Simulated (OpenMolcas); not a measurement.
## V+: effect of the active space

```yaml
Program: OpenMolcas
Method: CASSCF
Basis: ANO-RCC-VTZP
Scalar_Hamiltonian: DKH3, point nucleus
Spin-orbit_coupling: state interaction with AMFI integrals over the reference wave functions, term energies averaged over their components
```

A. 4 electrons in 5 orbitals (3d); 2S+1 = 5 even, 5 roots; 2S+1 = 3 even, 21 roots kept (CI in the orbitals of an earlier block); cost about 11 core-seconds
B. 4 electrons in 6 orbitals (3d 4s); 2S+1 = 5 even, 15 roots; 2S+1 = 3 even, 68 roots kept (CI in the orbitals of an earlier block, 33 in the spin-orbit step); 2S+1 = 1 even, 28 roots kept (CI in the orbitals of an earlier block, 9 in the spin-orbit step); cost roughly 29 core-seconds

Energies in cm⁻¹ above 3d⁴ ⁵D₀, the measured ground level; measured values from NIST Handbook of Basic Atomic Spectroscopic Data.

```
  Level     A     B  Measured
3d⁴ ⁵D₀   0.0   0.0       0.0
3d⁴ ⁵D₁  38.9  41.4      36.0
3d⁴ ⁵D₂   116   124       107
3d⁴ ⁵D₃   228   246       209
3d⁴ ⁵D₄   374   409       339
```

B puts 3d³ 4s ⁵F₁ lowest.

Deviations, from unrounded energies. A percentage is the sum of absolute deviations over the sum of measured energies, with the sign that they share, or ± where signs differ.

| Against measurement | Levels | A | B |
| --- | --- | --- | --- |
| mean absolute deviation (cm-1) | 4 | 16 | 32 |
| fine structure of the ground term (%) | 4 | +9.5 | +18.7 |

A lies closest to measurement on these levels. The largest miss of A in the table is 3d⁴ ⁵D₄, by +35 cm-1. The ranking rests on the paired levels alone, and a cruder setting can come out closer through cancelling errors.

The spin-orbit steps hold different terms of 3d⁴ (B lacks ³F, ³H, ³P), which shifts levels as well.

Between A and B the level of the table that moves most is 3d⁴ ⁵D₄, by 35 cm-1 (lowest in A, highest in B).

Without dynamic correlation excited terms often stand tens of per cent too high (terms of higher spin than the ground term too low), and those without a measured partner can miss by more than the paired ones. Some high roots are left out of the spin-orbit mixing, which shifts the levels that they would mix with (holds for B). The lowest computed level is not the ground level that NIST lists (5D0) (holds for B). Measured partners are found by configuration, term and J. A level has none where our copy of the source lacks it or the pairing is in doubt (some pairs that miss far off the trend of their configuration count as doubtful), and it then counts in no deviation. Levels of configurations outside the active space are missing. Levels that lie high or do not pair safely by name in every column are left out.
